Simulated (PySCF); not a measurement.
# Identify the compound

The spectra below were simulated for a compound C$_{9}$H$_{14}$.

$^{1}$H NMR (600 MHz, computed): δ 2.52 (s, 2H), 1.98 (s, 6H), 1.85 (s, 6H).

$^{13}$C{$^{1}$H} NMR (computed): δ 143.8 (C), 139.1 (C), 50.6 (CH2), 14.9 (CH3), 12.8 (CH3).

[PySCF 2.14.0 with density-fitted response routines: σ from GIAO-PBE0/pcSseg-1; structure optimised with PBE0-D3(BJ)/def2-SVP; averaged over atoms made equivalent by symmetry, fast rotation or ring inversion; non-relativistic; one conformer; no solvent model]

Shifts are taken against calculated references (same method and geometry level): $^{1}$H (31.27 ppm), $^{13}$C (184.41 ppm) against TMS.

What is the structure?

## Answers


1. Rings plus π bonds: 3 (1 ring in the answer).
2. 5 carbon signals for 9 carbons: some carbons are equivalent by symmetry or fast rotation.
3. Carbon types of the structure: 4 × C, 1 × CH2, 4 × CH3, which accounts for all hydrogens.
4. δC 143.8, 139.1: fully substituted alkene carbon; an sp2 carbon of a C=C bond.
5. δC 50.6: allylic sp3 CH2; a saturated carbon with 2 carbon neighbours and no heteroatom attached.
6. δC 14.9, 12.8: allylic methyl carbon; aliphatic region, no heteroatom directly attached.
7. δH 2.52: hydrogen on an allylic sp3 CH2; allylic position.
8. δH 1.98, 1.85: hydrogen on an allylic methyl carbon; allylic position.

These data were computed for SMILES CC1=C(C)CC(C)=C1C.

This is the structure that produced the data.

Shifts are as computed. Against solution values, carbons near 30 ppm lie about +2 ppm off and those near 130 ppm about +5 ppm. Of 1211 compounds with measured shifts, 218 miss one by over three times the rms of a fit or turn the order of signals round; such compounds aren't used in these exercises. Multiplicities follow the n + 1 count of equivalent neighbours, as no J values were calculated; m marks all less simple cases, F and P coupling included.
